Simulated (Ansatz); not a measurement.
Reaction (SMILES): CC(C)CO -> CC(C)[CH]O + H atom (the C-H bond at the site shown breaks; other sites are not compared here)
Each molecule is optimised on its own at B3LYP-D3(BJ)/def2-TZVP (Ansatz, a first-principles code), one conformer each, not searched for the lowest. Frequencies are from Ansatz.

Quantity: bond dissociation energy (enthalpy at 298 K, with B3LYP-D3(BJ) rigid-rotor harmonic-oscillator terms), in kcal/mol. Correlated levels leave the core frozen unless marked. UHF or UKS for open shells. No spin-orbit coupling. Non-relativistic. CBS marks a two-point X^-3 extrapolation of the correlation energy; Hartree-Fock from the larger set.

| level | program | bond dissociation energy (kcal/mol) |
|---|---|---|
| HF/6-31G | Ansatz | 71.3 |
| HF/cc-pVDZ | Ansatz | 70.9 |
| HF/cc-pVTZ | Ansatz | 71.2 |
| HF/cc-pVQZ | Ansatz | 71.2 |
| PBE-D4/def2-TZVPD | Ansatz + dftd4 | 89.5 |
| revPBE-D4/def2-TZVPD | Ansatz + dftd4 | 88.8 |
| r2SCAN/def2-TZVPD | Ansatz | 89.0 |

Task: Predict the CCSD(T)/CBS(cc-pVTZ,cc-pVQZ) result (Ansatz).

Result: 95.8 kcal/mol, so r2SCAN/def2-TZVPD differs from it by -6.8 kcal/mol.
